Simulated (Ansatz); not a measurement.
Frontier orbitals of C₃H₁₀OSi, SMILES `COCC[SiH3]`.

| atom | x (Å) | y (Å) | z (Å) |
| --- | --- | --- | --- |
| C1 | -2.057 | -0.521 | 1.600 |
| O2 | -1.256 | -0.892 | 0.513 |
| C3 | -0.233 | 0.039 | 0.262 |
| C4 | 0.584 | -0.427 | -0.919 |
| Si5 | 1.992 | 0.729 | -1.371 |
| H6 | -2.551 | 0.446 | 1.428 |
| H7 | -1.471 | -0.447 | 2.528 |
| H8 | -2.820 | -1.289 | 1.725 |
| H9 | -0.671 | 1.030 | 0.064 |
| H10 | 0.403 | 0.144 | 1.156 |
| H11 | -0.068 | -0.540 | -1.791 |
| H12 | 0.999 | -1.418 | -0.707 |
| H13 | 1.473 | 2.080 | -1.719 |
| H14 | 2.737 | 0.191 | -2.540 |
| H15 | 2.939 | 0.876 | -0.231 |

Charge 0, multiplicity 1. Geometry: relaxed with PBE0-D4/def2-TZVP. It is one conformer, not always the lowest. Basis def2-TZVPP, the Gaussian-basis code of Ansatz.

```json
{"functional": "LDA (SPW92)", "HOMO (eV)": "-6.01", "LUMO (eV)": "-0.32", "gap (eV)": "5.69"}
{"functional": "PBE", "HOMO (eV)": "-5.91", "LUMO (eV)": "-0.10", "gap (eV)": "5.81"}
{"functional": "r2SCAN", "HOMO (eV)": "-6.22", "LUMO (eV)": "0.41", "gap (eV)": "6.63"}
{"functional": "PBE0", "HOMO (eV)": "-7.49", "LUMO (eV)": "0.70", "gap (eV)": "8.19"}
{"functional": "B3LYP", "HOMO (eV)": "-7.26", "LUMO (eV)": "0.45", "gap (eV)": "7.71"}
{"functional": "r2SCANh", "HOMO (eV)": "-6.82", "LUMO (eV)": "0.66", "gap (eV)": "7.48"}
{"functional": "r2SCAN0", "HOMO (eV)": "-7.72", "LUMO (eV)": "1.03", "gap (eV)": "8.75"}
{"functional": "ωB97X-V", "HOMO (eV)": "-9.96", "LUMO (eV)": "2.59", "gap (eV)": "12.55"}
{"functional": "ωB97M-V", "HOMO (eV)": "-9.91", "LUMO (eV)": "2.21", "gap (eV)": "12.12"}
```

A quarter of exact exchange (PBE0) shifts PBE's HOMO by −1.58 eV and its LUMO by +0.81 eV; full exchange at long range (ωB97M-V) shifts them by −4.01 and +2.31 eV. The gap opens from 5.80 to 12.12 eV, since occupied levels lose self-interaction and empty ones feel all the electrons. A positive LUMO is unbound and depends on the basis.

B3LYP here is the variant with VWN-RPA as its local correlation; programs differ in this.
